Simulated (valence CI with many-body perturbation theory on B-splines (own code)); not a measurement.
**Level structure of La25+**

Computed by relativistic CI+MBPT: four valence electrons over a frozen Dirac-Fock core [Ar] 3d10, radial functions for each j: 11 s, 11 p, 10 d, 8 f, 5 g, 2 h, with the one-electron correlation potential Σ1, the two-electron term Σ2, the three-electron term Σ3, Breit, model QED; selected CI, second order for the rest, scaled by the run's own slope (own B-spline code, finite nucleus).

No measured spectrum was set against this ion. As an estimate, levels hold to about 250 cm⁻¹ or 0.2 % of their energy and the worst to 1 %, as in measured heavy ions of charge 2 to 7; those with d or f electrons hold less well. Among the levels kept, up to 500 cm⁻¹ of a level comes from second order outside the variational space, and about a tenth of that is noise between levels of different J, which matters for small intervals.

Levels 1 to 45 of 179, with energies above the lowest level, (4s^2 4p1/2^2) J=0. "Leading %" is the weight of the configuration and term that name the level; weights of strongly mixed levels are sums over their largest components and can fall short. In the jj column 3d3/2^4 stands for four electrons in 3d with j = 3/2. Lifetimes count E1, E2, E3, M1 and M2 decay at the calculated energies, and are blank where another channel may lead or the interval is too uncertain; long ones can be off by a factor of two.

| No. | Configuration | Term | J | E (cm⁻¹) | Leading % | Leading jj | Lifetime |
| --- | --- | --- | --- | --- | --- | --- | --- |
| 1 | 4s²4p² | ³P | 0 | 0 | 75 | 4s^2 4p1/2^2 (98 %) |  |
| 2 | 4s²4p² | ³P | 1 | 160320 | 99 | 4s^2 4p1/2 4p3/2 (99 %) | 17.8 μs |
| 3 | 4s²4p² | ¹D | 2 | 182490 | 57 | 4s^2 4p1/2 4p3/2 (98 %) | 1.82 ms |
| 4 | 4s²4p² | ³P | 2 | 359670 | 56 | 4s^2 4p3/2^2 (97 %) | 8.51 μs |
| 5 | 4s²4p² | ¹S | 0 | 411040 | 75 | 4s^2 4p3/2^2 (97 %) | 4.84 μs |
| 6 | 4s4p³ | ⁵S° | 2 | 606790 | 54 | 4s 4p1/2^2 4p3/2 (86 %) | 188 ps |
| 7 | 4s4p³ | ³D° | 1 | 685760 | 51 | 4s 4p1/2^2 4p3/2 (83 %) | 19.5 ps |
| 8 | 4s4p³ | ³D° | 2 | 760340 | 53 | 4s 4p1/2 4p3/2^2 (87 %) | 89.8 ps |
| 9 | 4s4p³ | ³D° | 3 | 800920 | 93 | 4s 4p1/2 4p3/2^2 (93 %) | 91.7 ps |
| 10 | 4s4p³ | ³P° | 0 | 846560 | 95 | 4s 4p1/2 4p3/2^2 (95 %) | 24.3 ps |
| 11 | 4s4p³ | ¹D° | 2 | 864900 | 46 | 4s 4p1/2 4p3/2^2 (66 %) | 21.7 ps |
| 12 | 4s4p³ | ³P° | 1 | 865850 | 52 | 4s 4p1/2 4p3/2^2 (85 %) | 13.9 ps |
| 13 | 4s4p³ | ³S° | 1 | 910950 | 43 | 4s 4p1/2 4p3/2^2 (84 %) | 4.87 ps |
| 14 | 4s²4p4d | ³F° | 2 | 948930 | 72 | 4s^2 4p1/2 4d3/2 (75 %) | 20.8 ps |
| 15 | 4s4p³ | ³P° | 2 | 1011700 | 41 | 4s 4p3/2^3 (67 %) | 17.6 ps |
| 16 | 4s²4p4d | ³F° | 3 | 1013800 | 77 | 4s^2 4p1/2 4d5/2 (84 %) | 15.1 ps |
| 17 | 4s²4p4d | ³D° | 1 | 1031900 | 47 | 4s^2 4p1/2 4d3/2 (90 %) | 2.44 ps |
| 18 | 4s²4p4d | ³P° | 2 | 1036600 | 51 | 4s^2 4p1/2 4d5/2 (77 %) | 4.46 ps |
| 19 | 4s4p³ | ¹P° | 1 | 1098700 | 42 | 4s 4p3/2^3 (72 %) | 4.36 ps |
| 20 | 4s²4p4d | ³F° | 4 | 1155500 | 98 | 4s^2 4p3/2 4d5/2 (98 %) | 19.1 μs |
| 21 | 4s²4p4d | ³D° | 2 | 1170600 | 40 | 4s^2 4p3/2 4d3/2 (77 %) | 2.90 ps |
| 22 | 4s²4p4d | ³P° | 0 | 1182400 | 95 | 4s^2 4p3/2 4d3/2 (95 %) | 3.39 ps |
| 23 | 4s²4p4d | ³D° | 3 | 1188700 | 55 | 4s^2 4p3/2 4d3/2 (65 %) | 2.79 ps |
| 24 | 4s²4p4d | ³P° | 1 | 1197500 | 64 | 4s^2 4p3/2 4d3/2 (75 %) | 3.06 ps |
| 25 | 4s²4p4d | ³P° | 2 | 1221100 | 44 | 4s^2 4p3/2 4d5/2 (73 %) | 3.72 ps |
| 26 | 4s²4p4d | ¹F° | 3 | 1267500 | 69 | 4s^2 4p3/2 4d5/2 (74 %) | 2.65 ps |
| 27 | 4s²4p4d | ¹P° | 1 | 1288700 | 73 | 4s^2 4p3/2 4d5/2 (82 %) | 3.55 ps |
| 28 | 4p⁴ | ³P | 2 | 1327000 | 54 | 4p1/2^2 4p3/2^2 (76 %) | 16.1 ps |
| 29 | 4s4p²4d | ⁵F | 1 | 1375900 | 64 | 4s 4p1/2^2 4d3/2 (84 %) | 82.9 ps |
| 30 | 4p⁴ | ¹S | 0 | 1390200 | 45 | 4p1/2^2 4p3/2^2 (84 %) | 9.91 ps |
| 31 | 4s4p²4d | ⁵F | 2 | 1395500 | 47 | 4s 4p1/2^2 4d3/2 (57 %) | 29.3 ps |
| 32 | 4s4p²4d | ⁵F | 3 | 1435900 | 33 | 4s 4p1/2^2 4d5/2 (75 %) | 20.8 ps |
| 33 | 4p⁴ | ³P | 1 | 1489700 | 51 | 4p1/2 4p3/2^3 (51 %) | 19.2 ps |
| 34 | 4p⁴ | ¹D | 2 | 1503800 | 33 | 4p1/2 4p3/2^3 (45 %) | 28.6 ps |
| 35 | 4s4p²4d | ³F | 2 | 1508200 | 51 | 4s 4p1/2^2 4d5/2 (46 %) | 14.1 ps |
| 36 | 4s4p²4d | ⁵D | 0 | 1510200 | 90 | 4s 4p1/2 4p3/2 4d3/2 (94 %) | 120 ps |
| 37 | 4s4p²4d | ⁵F | 3 | 1523000 | 46 | 4s 4p1/2 4p3/2 4d3/2 (80 %) | 42.9 ps |
| 38 | 4s4p²4d | ⁵D | 1 | 1523700 | 59 | 4s 4p1/2 4p3/2 4d3/2 (58 %) | 16.7 ps |
| 39 | 4s4p²4d | ⁵F | 2 | 1525300 | 27 | 4s 4p1/2 4p3/2 4d3/2 (44 %) | 9.92 ps |
| 40 | 4s4p²4d | ⁵F | 4 | 1535500 | 72 | 4s 4p1/2 4p3/2 4d5/2 (78 %) | 709 ps |
| 41 | 4s4p²4d | ⁵D | 4 | 1552900 | 42 | 4s 4p1/2 4p3/2 4d3/2 (51 %) | 358 ps |
| 42 | 4s4p²4d | ⁵F | 5 | 1581200 | 66 | 4s 4p1/2 4p3/2 4d5/2 (88 %) | 301 ps |
| 43 | 4s4p²4d | ³F | 2 | 1586100 | 43 | 4s 4p1/2 4p3/2 4d5/2 (56 %) | 10.5 ps |
| 44 | 4s4p²4d | ⁵P | 3 | 1591100 | 49 | 4s 4p1/2 4p3/2 4d5/2 (59 %) | 4.73 ps |
| 45 | 4s4p²4d | ⁵P | 2 | 1615400 | 58 | 4s 4p1/2 4p3/2 4d3/2 (63 %) | 3.01 ps |

Where two levels of one J and parity lie close, their mixing, g and order are uncertain.

The ionisation energy to 4s²4p ²P°1/2 of the next ion comes out as 866.99 eV (NIST: 865 ± 4 eV (theoretical)). All 179 levels together are meant to be complete up to 2495200 cm⁻¹.
